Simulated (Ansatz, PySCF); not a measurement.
N2, charge -1, doublet, at a GFN2-xTB geometry (a state made from the parent by changing its charge; the spin is typed, not shown lowest) (in this run its highest filled SCF level lies above zero, so its values depend strongly on the basis, on diffuse functions most of all). Base run: MP2/6-31G** (PySCF).

Here is a job for PySCF.
```python
from pyscf import gto, scf, mp

mol = gto.Mole()
mol.atom = '''
    N    -0.000000   -0.000000   -0.605473
    N     0.000000    0.000000    0.605473
'''
mol.basis = '6-31g**'
mol.charge = -1
mol.spin = 1
mol.verbose = 4
mol.build()

mf = scf.UHF(mol)
mf.kernel()

pt = mp.MP2(mf)
pt.kernel()
print('E(MP2) = %.10f' % pt.e_tot)
```

The same geometry, method and basis name were run in Ansatz (a program for electronic structure) and PySCF, at each program's defaults and at the settings that a row names. The base is PySCF at its defaults. Differences at the defaults can come from grids, fitting, cores and function types together.

```
code and settings                                                                       ΔE vs base (mEh)  basis functions      E (Eh)  SCF cycles
--------------------------------------------------------------------------------------  ----------------  ---------------  ----------  ----------
PySCF, defaults (exact integrals, spherical functions, all electrons correlated)                   0.000               28  -109.12769           9
Ansatz, defaults (factorised integrals, Cartesian functions, frozen core)                         -2.026               30  -109.12972           -
PySCF, frozen core                                                                                 3.899               28  -109.12379           9
Ansatz, high accuracy, frozen core, Cartesian functions as the basis file defines them            -2.027               30  -109.12972           -
```

Open shells are given as the SCF converged; they aren't shown to be the lowest states, and a large step between rows can be another state.
